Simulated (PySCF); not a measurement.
## Magnetisability: SMILES C=CP(C)(C)=CC, C₆H₁₃P

Geometry (Å), atoms numbered from 1 in this order:
```xyz
20

C     2.142    1.683   -0.404
C     1.192    1.186    0.381
P     0.086   -0.220   -0.037
C    -0.026   -1.056    1.581
C     1.114   -1.301   -1.081
C    -1.476   -0.185   -0.762
C    -2.611    0.483   -0.012
H     2.630    2.620   -0.186
H     2.499    1.152   -1.271
H     0.831    1.768    1.225
H     0.966   -1.374    1.900
H    -0.434   -0.375    2.326
H    -0.687   -1.914    1.474
H     1.177   -0.885   -2.084
H     0.622   -2.270   -1.134
H     2.113   -1.400   -0.658
H    -1.383    0.185   -1.787
H    -3.553    0.107   -0.414
H    -2.632    1.572   -0.106
H    -2.574    0.233    1.047
```

Computed, not measured: GIAO KT3/pcSseg-1 magnetisability, rotational g tensor and spin-rotation constants, non-relativistic, gas phase (PySCF 2.14.0). Geometry: GFN2-xTB.

Q: What are the magnetisability and the molar susceptibility?

A: Isotropic -1344 × 10⁻³⁰ J/T², or -81.0 × 10⁻⁶ cm³/mol; principal values -1445, -1334, -1254 × 10⁻³⁰ J/T², anisotropy 167 × 10⁻³⁰ J/T² (root of half the summed squared differences of the principal values). The susceptibility is in cgs units.

Q: Split it along the inertial axes a, b, c into diamagnetic and paramagnetic parts about the centre of mass, with the quadrupole moment.

A: 
| axis | χ (10⁻⁶ cm³/mol) | diamagnetic (10⁻⁶ cm³/mol) | paramagnetic (10⁻⁶ cm³/mol) | summed x² of all electrons (Å²) | quadrupole Θ (D Å) |
| --- | --- | --- | --- | --- | --- |
| a | -85.3 | -601.9 | 516.6 | 162.9 | -4.07 |
| b | -81.7 | -954.3 | 872.6 | 79.9 | +1.38 |
| c | -75.8 | -1030.1 | 954.3 | 62.0 | +2.69 |

Anisotropies 2χaa − χbb − χcc = -13.1 and 2χbb − χaa − χcc = -2.4 × 10⁻⁶ cm³/mol. Θ is traceless in Buckingham's convention.

Q: And the rotational g tensor?

A: 
| axis | rotational constant (GHz) | g | nuclear part | electronic part |
| --- | --- | --- | --- | --- |
| a | 2.6826 | -0.0083 | 0.6428 | -0.6511 |
| b | 1.5237 | -0.0095 | 0.6150 | -0.6246 |
| c | 1.3922 | -0.0131 | 0.6110 | -0.6242 |

Asymmetric top; isotopes 12C, 1H, 31P; no vibrational averaging.
